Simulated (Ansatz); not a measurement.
GeH$_{3}$NO (`[NH2][Ge][OH]`), relaxed with RKS PBE0-D4/def2-TZVP in the Gaussian-basis code of Ansatz from a PBE-D4/def2-SVP geometry. The force threshold is 0.005 eV/Å; the program also tests the step.

The species carries charge 0 and has multiplicity 1.

Start:

```xyz
6

N    -0.334    0.322    0.853
Ge   -1.067   -0.522   -0.622
O     0.428   -0.668   -1.647
H    -0.908    0.571    1.664
H     0.643    0.601    0.991
H     1.238   -0.303   -1.239
```

**Question.** By how much does the energy fall, and how many steps does the optimiser take? (Estimate.)

**Answer.** Computed: 0.03 eV, in 5 steps.

**Question.** Which bonds change most? (Best estimate.)

**Answer.** Computed: Ge2–O3 from 1.818 to 1.793 Å; N1–Ge2 from 1.851 to 1.829 Å; N1–H5 from 1.026 to 1.009 Å; N1–H4 from 1.024 to 1.008 Å.

**Question.** Give the relaxed structure. (Best estimate.)

**Answer.** Computed: 
```xyz
6

N    -0.332    0.321    0.849
Ge   -1.052   -0.513   -0.611
O     0.422   -0.658   -1.621
H    -0.903    0.562    1.645
H     0.630    0.594    0.984
H     1.234   -0.306   -1.247
```
